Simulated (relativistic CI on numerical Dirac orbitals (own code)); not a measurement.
# Hyperfine structure of Eu34+, mass number 151

Method of calculation: Dirac-Coulomb-Breit CI, orbitals from a KLI potential per configuration, model QED (radiative potential, 1s self-energy scaled to tabulated hydrogen-like ionisation energies), unscaled Slater integrals (own radial code, finite nucleus).

CI space (outside the closed core [Ar]): 3d¹⁰4s, 3d¹⁰4p, 3d¹⁰4d, 3d¹⁰4f, 3d¹⁰5s, 3d¹⁰5p, 3d¹⁰5d, 3d¹⁰5f, 3d¹⁰5g, 3d⁹4p², 3d¹⁰6s, 3d¹⁰6p, 3d¹⁰6d, 3d⁸4s4p², 3d⁹4s², 3d¹⁰6f. Levels of other configurations are missing.

Nuclear spin I = 5/2, μ = 3.4635 μN, Q = 0.903 b (tables of Stone and Pyykkö). The electronic factors are computed for point nuclear moments, without core polarisation or the Bohr-Weisskopf and QED corrections.

| Level | E (eV) | A (GHz) | B (GHz) |
| --- | --- | --- | --- |
| 3d¹⁰4s ²S1/2 | 0.000 | 1049 |  |
| 3d¹⁰4p ²P°1/2 | 72.162 | 323 |  |
| 3d¹⁰4p ²P°3/2 | 114.963 | 43.83 | 56.5 |
| 3d¹⁰4d ²D3/2 | 229.745 | 21.5 | 9.33 |
| 3d¹⁰4d ²D5/2 | 238.654 | 8.748 | 11.9 |
| 3d¹⁰4f ²F°5/2 | 361.733 | 4.232 | 2.86 |
| 3d¹⁰4f ²F°7/2 | 363.517 | 2.321 | 3.27 |
| 3d¹⁰5s ²S1/2 | 591.939 | 483.7 |  |

Levels with J = 0, under 50 % of one LS term, or S terms without an open s electron are left out. Small factors come from cancelling terms and can be off by tens of per cent or more.

At this charge energies of transitions that change n are usually good to better than 1 %, and those within a shell (Δn = 0) to a few per cent.

Give the hyperfine levels of 3d¹⁰4s ²S1/2 relative to its centre of gravity.

With K = F(F + 1) − I(I + 1) − J(J + 1), E = AK/2: F = 2: -1836, F = 3: 1311 GHz.

LS names give the leading component of a level, which can be under half, so a name can repeat, a term be missing and a line seem to break the LS rules.
